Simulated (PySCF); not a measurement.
Cartesian coordinates in Å; atom numbers follow the order of the lines, from 1:
```xyz
24

C     3.137    0.495   -0.651
C     1.977   -0.166   -0.520
C     0.665    0.426   -0.194
C    -0.261   -0.394    0.462
C     0.108   -1.810    0.865
C    -0.258   -2.839   -0.203
C    -1.606   -0.062    0.801
C    -2.375    1.067    0.640
C    -2.043    2.325    0.080
C    -0.839    2.708   -0.454
B     0.431    1.885   -0.626
H     3.209    1.576   -0.510
H     4.057   -0.041   -0.894
H     2.014   -1.251   -0.668
H    -0.422   -2.058    1.798
H     1.179   -1.875    1.102
H    -1.337   -2.814   -0.421
H    -0.002   -3.858    0.122
H     0.267   -2.640   -1.150
H    -2.138   -0.882    1.295
H    -3.400    0.981    1.015
H    -2.860    3.057    0.092
H    -0.816    3.741   -0.824
H     1.345    2.445   -1.193
```

Isolated molecule, non-relativistic, rapidly exchanging positions averaged, a single conformation. Geometry: PBE0-D3(BJ)/def2-SVP; shieldings: GIAO KT2/pcSseg-1; PySCF 2.14.

References, each an isolated molecule treated in the same way: ¹³C (σref 183.22) and ¹H (σref 31.18) vs TMS; BF3·OEt2 for ¹¹B (σref 99.90).

```csv
atoms,nucleus,count,δ (ppm)
C9,¹³C,1,?
C8,¹³C,1,130.7
C5,¹³C,1,37.1
C7,¹³C,1,136.4
C1,¹³C,1,122.6
H20,¹H,1,7.13
H15/H16,¹H,2,2.73
H14,¹H,1,?
C2,¹³C,1,140.0
H13,¹H,1,5.63
C4,¹³C,1,154.3
H21,¹H,1,?
H17/H18/H19,¹H,3,?
C6,¹³C,1,18.6
H12,¹H,1,?
C3,¹³C,1,156.3
H23,¹H,1,8.01
B11,¹¹B,1,38.4
H22,¹H,1,7.60
C10,¹³C,1,?
H24,¹H,1,?
```

Problem. Fill in the missing shifts.

Solution. 
- C10: 148.4 ppm, alkene CH; the olefinic region
- C9: 141.6 ppm, alkene CH; the olefinic region
- H14: 7.21 ppm, hydrogen on an alkene CH; a vinylic proton, deshielded by the sp2 carbon and the C=C anisotropy
- H21: 7.04 ppm, hydrogen on an alkene CH; olefinic region
- H24: 6.47 ppm, hydrogen on a boron bonded to 2 C, in a 7-membered ring
- H12: 6.38 ppm, hydrogen on a terminal =CH2 carbon; a vinylic proton, deshielded by the sp2 carbon and the C=C anisotropy
- H17/H18/H19: 1.30 ppm, hydrogen on a methyl carbon

Hydrogens on boron are broadened and split by ¹¹B (spin 3/2, 80 %) and 10B (spin 3). A carbon bonded to boron is broadened by the quadrupolar boron nucleus and is often missing from a measured spectrum. Shifts are as computed. Against solution values, carbons near 30 ppm lie about +2 ppm off and those near 130 ppm about -5 ppm (rms about the fit 1.2 ppm; single classes can miss by 10 ppm). Of 1328 compounds with measured shifts, 309 miss one by over three times the rms of a fit or turn the order of signals round; such compounds aren't used in these exercises. Signals without a measured value on file couldn't be tested in this way.
